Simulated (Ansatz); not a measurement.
Ansatz (a first-principles code) input (HSE06/def2-TZVPD):

Ansatz 0.2 input:
```yaml
crystal:
  periodic: [false, false, false]
  atoms:
    - {symbol: Sn, position_ang: [0.38816642, 0.33636741, -0.25175574]}
    - {symbol: O, position_ang: [-1.05484316, 1.30050212, -0.95099031]}
    - {symbol: Cl, position_ang: [-0.64526915, -1.60131693, 1.18798290]}
basis:
  gaussian:
    orbitals: def2-TZVPD
hamiltonian:
  xc: {name: HSE06}
total_charge: -1
output: {forces: true}
```

End of the output:

```
62 factors; integrals over basis functions are off by at most 5.8e-5 eV
mean field: 0.58 GiB planned
mean field evaluation 1: about -20396.4916 eV, gradient 3.4e1 eV
mean field evaluation 2: about -20313.6395 eV, gradient 1.7e2 eV
mean field evaluation 4: about -20398.8885 eV, gradient 6.0e0 eV
mean field evaluation 8: about -20398.9523 eV, gradient 6.2e-2 eV
mean field evaluation 16: about -20399.0635 eV, gradient 2.7e-5 eV
mean field -20399.06349555 eV, -749.6517564795 hartree, gradient 2.7e-5 eV, S^2 0.000000; 0 other end points of the search recorded, 0 dependent functions left out
the calculation of the forces begins
reference -20399.06353696 eV, -749.6517580013 hartree; 24, 24 occupied and 118, 118 virtual orbitals, 980 factors
Total energy: -20399.06353696 eV, -749.6517580013 hartree
Atom 0 at     0.388166     0.336367    -0.251756 Å, force    -0.429265     0.064256    -0.043685 eV/Å
Atom 1 at    -1.054843     1.300502    -0.950990 Å, force     0.341234    -0.224662     0.162892 eV/Å
Atom 2 at    -0.645269    -1.601317     1.187983 Å, force     0.088031     0.160406    -0.119207 eV/Å
Dipole moment:     0.925163     0.066766    -0.057397 e Å
```
